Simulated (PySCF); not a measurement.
B2HO2, SMILES O=BB=[OH+], charge +1.

The structure is a stationary point at PBE-D3(BJ)/def2-TZVP. The isomer is the one that the SMILES or the coordinates give; other isomers of the formula were not compared. The values are those of a single conformer.

Computed with PBE-D3(BJ)/def2-TZVP in PySCF.

Harmonic, unscaled wavenumbers; measured fundamentals usually lie a few per cent lower.

Modes within 1.5 cm⁻¹ of each other (mostly degenerate sets) share a row, with their intensities summed.

| mode | ν (cm⁻¹) | IR (km/mol) | moving atoms (share of kinetic energy) |
|---|---|---|---|
| 1–2 | 141 | 473.9 | H 77 %, O 18 % |
| 3–4 | 169 | 13.6 | B 57 %, O 32 %, H 11 % |
| 5–6 | 443 | 1.1 | B 89 % |
| 7 | 594 | 11.2 | O 71 %, B 27 % |
| 8 | 1849 | 188.0 | B 62 %, O 35 % |
| 9 | 2037 | 76.0 | B 71 %, O 28 % |
| 10 | 3689 | 1076.2 | H 92 % |
